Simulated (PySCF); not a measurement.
**Telling isomers of C9H9FO2 apart by NMR**

PySCF calculation with PBE0/pcSseg-1 with gauge-including orbitals and geometry from GFN2-xTB; rapidly exchanging positions averaged, isolated molecule, relativity neglected, single conformer.

Shifts are taken against calculated references (same method and geometry level): $^{1}$H (σ = 31.72 ppm), $^{13}$C (σ = 186.93 ppm) vs TMS. Splittings of carbon signals by F and P are missing where no couplings were computed. Where no couplings were computed, multiplicities follow the n + 1 count of equivalent neighbours, and m marks all less simple cases (inequivalent or close neighbours, rings, F or P nearby). Shifts are as computed. Against solution values, carbons near 30 ppm lie about +3 ppm off and those near 130 ppm about +5 ppm. Of 1211 compounds with measured shifts, 218 miss one by over three times the rms of a fit or turn the order of signals round; such compounds aren't used in these exercises.

(1) Tabulate the signals of `CCOC(=O)c1ccc(F)cc1`, `CO[C@]1(F)COc2ccccc21`, `FCc1ccc2c(c1)OCCO2`, `CCOC(=O)c1ccccc1F` and their relative energies.

(2) What is the quickest way to tell CCOC(=O)c1ccc(F)cc1 from CO[C@]1(F)COc2ccccc21?

(3) What is the quickest way to tell CO[C@]1(F)COc2ccccc21 from CCOC(=O)c1ccccc1F?

(4) What is the quickest way to tell CCOC(=O)c1ccc(F)cc1 from CCOC(=O)c1ccccc1F?

Results:

(1) 
```json
{"SMILES": "CCOC(=O)c1ccc(F)cc1", "carbon types": "3×C 4×CH 1×CH2 1×CH3", "δC": "176.3, 171.2, 139.2, 130.9, 120.9, 64.4, 16.0", "δH": "8.58 (m, 2H), 7.40 (m, 2H), 4.45 (q, 2H), 1.53 (t, 3H)", "E rel. (kcal/mol)": "0.0"}
{"SMILES": "CO[C@]1(F)COc2ccccc21", "carbon types": "3×C 4×CH 1×CH2 1×CH3", "δC": "170.2, 137.2, 131.5, 127.5, 126.2, 124.1, 116.7, 85.1, 53.1", "δH": "7.83 (m, 1H), 7.69 (m, 1H), 7.21 (m, 1H), 7.18 (d, 1H), 4.84 (m, 1H), 4.70 (m, 1H), 3.88 (s, 3H)", "E rel. (kcal/mol)": "22.1"}
{"SMILES": "FCc1ccc2c(c1)OCCO2", "carbon types": "3×C 3×CH 3×CH2", "δC": "150.0, 148.9, 137.2, 123.9, 121.1, 116.6, 86.5, 67.2, 67.2", "δH": "7.41 (m, 1H), 7.32 (m, 1H), 6.82 (m, 1H), 5.88 (m, 2H), 4.18 (m, 2H), 4.17 (m, 2H)", "E rel. (kcal/mol)": "25.6"}
{"SMILES": "CCOC(=O)c1ccccc1F", "carbon types": "3×C 4×CH 1×CH2 1×CH3", "δC": "173.2, 171.7, 140.7, 140.5, 128.6, 123.4, 122.7, 63.5, 16.5", "δH": "8.64 (m, 1H), 7.78 (m, 1H), 7.50 (m, 1H), 7.40 (m, 1H), 4.69 (q, 2H), 1.45 (t, 3H)", "E rel. (kcal/mol)": "4.2"}
```

Energies are electronic energies at PBE0/pcSseg-1 on these geometries, without zero-point or thermal terms, each for the one conformer computed, which needn't be the lowest.

(2) Count the carbon signals: 7 against 9. The first has a methyl carbon (CH3) at 16.0 ppm, the second a methyl carbon bonded to O (CH3) at 53.1 ppm. Their most deshielded carbons lie at 176.3 and 170.2 ppm. In the proton spectra the most deshielded non-exchanging signals are 8.58 (m, 2H) and 7.83 (m, 1H).

(3) Both give the same number of carbon signals, with the same numbers of each carbon type, so the positions decide. The first has a methyl carbon bonded to O (CH3) at 53.1 ppm, the second a methyl carbon (CH3) at 16.5 ppm. Their most deshielded carbons lie at 170.2 and 173.2 ppm. In the proton spectra the most deshielded non-exchanging signals are 7.83 (m, 1H) and 8.64 (m, 1H).

(4) Count the carbon signals: 7 against 9. The first has a substituted aromatic carbon (C) at 130.9 ppm, the second an aromatic CH at 128.6 ppm. Their most deshielded carbons lie at 176.3 and 173.2 ppm.
